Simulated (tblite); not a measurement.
Level: GFN2-xTB in tblite, geometry and Hessian alike; calculated harmonic values, unscaled, isolated species. Against measured fundamentals such values can be off by several per cent, at times by over 20. Modes of hydrogen on silicon can be 10 to 20 % off. One conformer each. Open shells enter through the occupations alone, without spin polarisation, and single modes of such species can be off by tens of per cent. Thermal functions are those of the rigid rotor and harmonic oscillator, without mixing of conformers.

Question: Order these by their ideal-gas entropy at 500 K and 1 bar, highest first (cal/(mol K)).
A. `C/C=C\[Si@@H](NC)C(Cl)Cl`
B. `O=C(O)c1cccs1`
C. `C=Cc1cc([SiH3])c(C)[p-]1`
D. `CCS(=O)(=O)CC`
E. `F[CH]SCF` [radical]
F. `Cc1nnccc1C(F)(F)F`

Answer: A (146.0), C (129.9), F (121.6), D (115.2), B (102.6), E (93.9).

```csv
SMILES,atoms,mass (u),symmetry number,modes under 300 cm⁻¹,ZPE (kcal/mol),S translation (cal/(mol K)),S rotation,S vibration,S spin,S,Cp
C/C=C\[Si@@H](NC)C(Cl)Cl,20,183.00,1,12,94.1,44.1,32.6,69.4,0.0,146.0,64.3
C=Cc1cc([SiH3])c(C)[p-]1,19,153.03,1,8,85.6,43.6,31.8,54.5,0.0,129.9,61.5
Cc1nnccc1C(F)(F)F,16,162.04,1,7,65.4,43.8,31.4,46.5,0.0,121.6,54.4
CCS(=O)(=O)CC,17,122.04,2,8,86.9,42.9,28.1,44.2,0.0,115.2,49.9
O=C(O)c1cccs1,12,127.99,1,3,49.4,43.0,30.0,29.6,0.0,102.6,40.6
F[CH]SCF,8,96.99,1,3,29.0,42.2,28.0,22.2,1.4,93.9,27.9
```

Entropies and Cp are for 500 K and 1 bar.
